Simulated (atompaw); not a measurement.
## What one change does to a pseudopotential (vanadium, PAW (atompaw))

```
Element                 : vanadium (V)
Generator               : atompaw 4.2.0.5
Type                    : PAW
Functional              : LDA (PW92)
Relativity              : scalar-relativistic
Frozen core             : [Ne]
Valence charge          : 13
Reference configuration : 3s2 3p6 3d4 4s1 4p0
Partial waves           : 3s (bound): rc 1.35 bohr; 4s (bound): rc 2.20 bohr; 3p (bound): rc 1.50 bohr; 4p (bound, empty): rc 1.70 bohr; 3d (bound): rc 2.20 bohr; 3d channel at 2.2 Ry: rc 2.20 bohr
Local potential         : vpsmatchnc scheme with l = 3 at 1 Ry, radius 2.10 bohr
Core correction         : smooth core density matched at 1.60 bohr
Augmentation charge     : besselshape compensation charge, radius 1.65 bohr; PAW radius 2.20 bohr; waves and projectors: custom polynom2 7 10 vanderbiltortho
```

Change: local potential vpsmatchnc scheme with l = 3 at 1 Ry, radius 1.66 bohr.

Cutoffs: the cutoffs (Ry, on a coarse ladder) from which the occupation-weighted sum of valence levels, in a spherical-Bessel basis at the reference potential, stays within 10 and 1 mRy of its value at 400 Ry; they do not see the model core or the augmentation charge, which bear on the density cutoff.

Question: What does the change do?

Answer: The potential gets neither clearly harder nor softer (30 Ry and 200 Ry → 30 Ry and 200 Ry); the range in which the s phases agree narrows (upper end 1.9 → 0.8); neither file shows a bound ghost.

| quantity | base | changed |
| --- | --- | --- |
| cutoff, loose | 30 Ry | 30 Ry |
| cutoff, tight | 200 Ry | 200 Ry |
| bound ghosts | none | none |
| s: phases at 2.21 bohr within 0.05 rad from the reference energy up to (Ry; the scan ends near 5) | 1.9 | 0.8 |
| p: phases at 2.21 bohr within 0.05 rad from the reference energy up to (Ry; the scan ends near 5) | 4.9 | to the end of the scan |
| d: phases at 2.21 bohr within 0.05 rad from the reference energy up to (Ry; the scan ends near 5) | to the end of the scan | to the end of the scan |
| lowest overlap eigenvalue by channel | s 0.50, p 0.80, d 0.92 | s 0.50, p 0.80, d 0.91 |

 The cutoffs see the waves, projectors and local potential, not the compensation charge or the core.
